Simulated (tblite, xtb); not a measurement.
C₄H₅ (SMILES [CH]=CC=C), doublet, at a GFN2-xTB geometry. Base run: GFN1-xTB (xtb).

Here is a job for xtb.
```
$ xtb mol.xyz --gfn 1 --uhf 1 --json

# file mol.xyz
9

C      0.60085967     1.81351297     0.01556469
C      0.61610420     0.51445077     0.00328056
C     -0.56525911    -0.35580246    -0.00191456
C     -0.48769899    -1.67890196    -0.01458395
H     -0.11254112     2.60487760     0.02484085
H      1.56076214    -0.02055891    -0.00416798
H     -1.52208225     0.14758648     0.00526689
H      0.45913300    -2.19376719    -0.02184815
H     -1.36930637    -2.29769393    -0.01817201
```

Programs used: tblite, xtb; a row that names a program was run with it.

The base run was repeated with changes; each row names its change, and settings that it needs were set with it.

```tsv
change	ΔE vs base (mEh)	dipole (D)	SCF cycles
base	0.000	0.83	9
etemp = 1000	0.000	0.83	9
program = tblite; method = gfn1	0.000	-	-
acc = 0.1	0.000	0.83	11
program = tblite; method = gfn1; option = --spin-polarized	-11.113	-	-
```
